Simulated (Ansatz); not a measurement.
Program: Ansatz. Geometries: PBE0-D4/def2-TZVP. ΔE: electronic, gas phase. CCSD(T)/CBS is the MP2 limit (def2-TZVPP, def2-QZVPP) plus CCSD(T) − MP2 in def2-TZVPP, frozen cores. This one scheme is used for every species. Functionals use def2-TZVPP. Elements past krypton have def2 core potentials. For Te outer-core shells are correlated without core-valence functions, which leaves a few kJ/mol of doubt a bond. Each species was taken in one conformer, which may not be the lowest.

`OC(=S)[TeH]` + `N[SiH2][AlH2]` → `N[SiH2][AlH][TeH]` + `OC=S`  (formal exchange of groups at a Te–C bond)

```csv
level,ΔE (kJ/mol)
PBE0-D4,-161.1
PBE,-153.9
PBE0,-163.2
MP2/def2-TZVPP,-155.1
CCSD/def2-TZVPP,-162.4
CCSD(T)/def2-TZVPP,-158.1
MP2/def2-QZVPP,-154.2
SCS-MP2/def2-QZVPP,-153.9
```

**Question.** What does CCSD(T)/CBS give? (Estimate.)

**Answer.** Computed: -157.5 kJ/mol. The listed levels differ from it by -3.6, 3.6, -5.7, 2.4, -4.9, -0.6, 3.3, 3.6 kJ/mol.

Largest T1 diagnostic among the species: 0.018.

In def2-TZVPP, CCSD(T) changes the Hartree–Fock value by +19.9 kJ/mol (the triples alone add +4.3 kJ/mol) and MP2 by +22.9 kJ/mol. The D4 term adds +5.0 kJ/mol with B3LYP and +2.1 kJ/mol with PBE0; it sums over pairs of atoms, weighted by their polarisabilities, and B3LYP, whose exchange is more repulsive, gets the larger term. From PBE to PBE0 (25 % exact exchange), in def2-TZVPP and without D4, ΔE moves by −9.2 kJ/mol.

B3LYP here is the variant with VWN-RPA as its local correlation; programs differ in this.
